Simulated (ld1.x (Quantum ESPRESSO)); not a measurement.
# An all-electron radial function and its pseudo partner (ruthenium (Ru))

Columns: radius, all-electron u(r) and pseudo u(r) of the 4d shell (level -24.14 eV) of ruthenium in the configuration [Ar] 3d10 4s2 4p6 4d6 5s0 5p0; PBE, scalar-relativistic, TM scheme, ld1.x (Quantum ESPRESSO) 7.5.

```
r (bohr)  all-electron   pseudo
   0.108        0.1954  -0.0035
   0.215        0.4096  -0.0262
   0.322        0.3549  -0.0820
   0.430        0.1310  -0.1771
   0.538       -0.1376  -0.3053
   0.645       -0.3800  -0.4502
   0.752       -0.5729  -0.5935
   0.860       -0.7122  -0.7181
   0.968       -0.8006  -0.8095
   1.075       -0.8469  -0.8625
   1.182       -0.8617  -0.8807
   1.290       -0.8534  -0.8709
   1.398       -0.8290  -0.8418
   1.505       -0.7942  -0.8018
   1.612       -0.7530  -0.7564
   1.720       -0.7075  -0.7086
   1.828       -0.6605  -0.6606
   1.935       -0.6137  -0.6137
   2.042       -0.5677  -0.5677
   2.150       -0.5229  -0.5229
   2.258       -0.4802  -0.4802
   2.365       -0.4401  -0.4401
   2.472       -0.4024  -0.4024
   2.580       -0.3668  -0.3668
   2.688       -0.3338  -0.3338
   2.795       -0.3035  -0.3035
```

(1) How many radial nodes do the two functions have?

(2) At about which radius was the pseudo-wave matched?

(3) Is the pseudo-wave norm-conserving?

Answers

(1) The all-electron 4d function has n − l − 1 = 1; the pseudo-wave has 0, since the states of the same l below it are removed with the core.

(2) 2.05 bohr. The columns agree to 0.0005 from 1.83 bohr on; several derivatives are matched, so the curves merge somewhat inside the radius.

(3) Yes: the TM scheme keeps the norm inside the radius equal to the all-electron one, which fixes the energy derivative of the logarithmic derivative at the level.
